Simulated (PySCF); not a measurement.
## Fractional electron number in Mn (manganese, neutral)

The 4s beta orbital of [Ar] 3d5 4s2 is emptied in steps (occupation f), with all orbitals relaxed, ending at [Ar] 3d5 4s1. Calculation: PySCF 2.14, in jorge-DZP-DKH; the spin-free X2C one-electron Hamiltonian (Gaussian nucleus). The exact energy is a straight line in f; departures are measured from the line between the end points of the same method.

Among UHF, LDA, PBE, which shows the largest delocalisation error (convex curve), and which is closest to linear?

Most convex: LDA (-0.730 eV at f = 0.5); closest to linear: UHF (0.035 eV).

| f | UHF (eV) | LDA (eV) | PBE (eV) |
| --- | --- | --- | --- |
| 1 | 0.000 | 0.000 | 0.000 |
| 0.75 | 0.028 | -0.545 | -0.512 |
| 0.5 | 0.035 | -0.730 | -0.682 |
| 0.25 | 0.024 | -0.548 | -0.508 |
| 0 | 0.000 | 0.000 | 0.000 |

| method | E(f=0) − E(f=1) (eV) | −ε at f=1 (eV) | −ε at f=0.5 (eV) |
| --- | --- | --- | --- |
| UHF | 5.951 | 6.117 | 5.940 |
| LDA | 7.304 | 4.414 | 7.298 |
| PBE | 6.964 | 4.242 | 6.970 |

Reference removal energy between the ground levels: 7.434 eV (measured; NIST Atomic Spectra Database, ionization energies). UHF lacks correlation.
